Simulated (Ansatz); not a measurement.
A structure relaxed at PBE-D4/def2-SVP in Ansatz, charge 0, doublet:

```tsv
atom	x (Å)	y (Å)	z (Å)
B1	0.088	-0.927	2.669
B2	-0.171	0.636	2.620
B3	0.017	-0.259	1.093
B4	-0.298	1.444	1.295
B5	-0.175	0.927	-0.212
B6	0.128	-0.241	-3.188
B7	0.159	-0.786	-0.498
B8	0.299	-1.248	-2.006
B9	-0.046	0.453	-1.772
```

**Question.** Give its formula and point group.

**Answer.** B9. Point group Cs (tolerance 0.1 Å).

**Question.** Summarise the bond lengths by kind (pairs closer than 1.2 times the sum of covalent radii, bridged metal pairs left out).

**Answer.** 15 × B–B 1.56 to 1.79 Å.

The charge 0 doublet is spin-contaminated (final ⟨S²⟩ up to 0.99, 0.75 for a pure state). The relaxation made no stability test and no search for a lower SCF solution. Another isomer (doublet) lies 1.28 eV lower at PBE0-D4/def2-TZVP; other spin states weren't run for this one.
